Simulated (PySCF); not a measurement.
trifluoro(fluorosilyloxy)silane (F4H2OSi2), SMILES F[SiH2]O[Si](F)(F)F.

The structure is a stationary point at PBE0-D3(BJ)/def2-SVP. Other conformers were not sampled.

Vertical ionisation energy (IE) and electron affinity (EA) in eV. Rows of orbital energies are one-electron estimates. Where ΔSCF, EOM or ADC give a negative EA the extra electron is unbound and the value depends on the basis.

```tsv
level	IE	EA
−ε(HOMO), −ε(LUMO), ωB97X/def2-TZVP (PySCF)	[?]	[?]
−ε(HOMO), −ε(LUMO), PBE/def2-TZVP (PySCF)	8.38	1.01
```

Task: Fill in the missing entries. (The exact figures need the calculation; the answer reports its results.)

Result: 
- −ε(HOMO), −ε(LUMO), ωB97X/def2-TZVP (PySCF), IE: 12.37
- −ε(HOMO), −ε(LUMO), ωB97X/def2-TZVP (PySCF), EA: -2.00
